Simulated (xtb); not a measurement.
xtb input:

```bash
xtb mol.xyz --gfn 2 --sp --chrg 0 --uhf 0
```
mol.xyz:
```
2

Na    -0.00000000    -0.00000000    -0.86720303
F      0.00000000     0.00000000     1.05991481
```

**Question.** What final total energy does it print?

**Answer.** -4.99923 Eh (GFN2-xTB).
